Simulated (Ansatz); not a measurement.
Relaxation of BCl₂H₂N (6 atoms, charge 0, multiplicity 1), to a largest force component of 0.02 eV/Å in at most 40 steps.

Theory: Ansatz, RHF/def2-SVP.

```xyz
6
Properties=species:S:1:pos:R:3
B 0.000 0.000 0.000
N 0.000 0.000 1.550
H -0.877 -0.271 2.080
H 0.877 0.271 2.080
Cl 1.611 0.000 -0.930
Cl -1.611 0.000 -0.930
```

Task: Where does it end, and by what steps?

Result: The run converged. After 6 steps the energy has fallen by 0.988 eV; H3 moved furthest, 0.23 Å.

```csv
step,energy less start (eV),largest force component (eV/Å),accepted
0,0.0000,3.270,yes
1,-0.8912,1.162,yes
2,-0.9650,1.191,yes
3,-0.9541,1.486,no
4,-0.9856,0.124,yes
5,-0.9875,0.047,yes
6,-0.9876,0.004,yes
```

```xyz
6
Properties=species:S:1:pos:R:3
B 0.000 0.000 0.071
N 0.000 0.000 1.453
H -0.841 -0.061 1.988
H 0.841 0.061 1.988
Cl 1.528 0.110 -0.826
Cl -1.528 -0.110 -0.826
```

Whether the end is a true minimum wasn't checked by a vibrational analysis.

Time of the run: 8.8 s on 1 thread of Arm Neoverse V1 (shared host), peak memory 0.12 GiB.
